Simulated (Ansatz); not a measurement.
C2H6GeO, SMILES `C=[C](O)[GeH3]`, relaxed with RKS PBE0-D4/def2-TZVP in Ansatz from a PBE-D4/def2-SVP geometry. The force threshold is 0.005 eV/Å; the program also tests the step.

Charge 0, multiplicity 1.

Start:

```xyz
10

C    -1.368   -0.603    0.741
C    -0.202   -0.579    0.060
O     0.391   -1.750   -0.338
Ge    0.743    1.109   -0.300
H    -1.871   -1.559    0.963
H    -1.833    0.328    1.091
H     1.109   -1.554   -0.965
H     2.003    1.229    0.601
H    -0.202    2.311   -0.074
H     1.229    1.069   -1.780
```

```tsv
step	energy (eV)	largest force (eV/Å)	largest move (Å)
1	-60725.7555	0.770	0.000
2	-60725.7920	0.181	0.029
3	-60725.7939	0.098	0.019
4	-60725.7954	0.050	0.065
5	-60725.7959	0.024	0.026
6	-60725.7961	0.048	0.042
7	-60725.7963	0.040	0.018
8	-60725.7965	0.023	0.037
9	-60725.7966	0.020	0.029
10	-60725.7966	0.023	0.026
11	-60725.7967	0.028	0.013
12	-60725.7967	0.018	0.007
13	-60725.7967	0.007	0.007
14	-60725.7967	0.005	0.009
15	-60725.7967	0.005	0.011
16	-60725.7967	0.003	0.006
```

End:

```xyz
10

C    -1.381   -0.588    0.666
C    -0.192   -0.575    0.071
O     0.398   -1.756   -0.276
Ge    0.730    1.104   -0.317
H    -1.890   -1.522    0.881
H    -1.863    0.337    0.949
H     1.246   -1.601   -0.697
H     2.096    1.116    0.394
H    -0.133    2.276    0.161
H     0.990    1.208   -1.831
```

Hardware: 4 threads of an Arm Neoverse V1 on a shared host. Wall time 45 s, peak host memory 0.44 GiB.
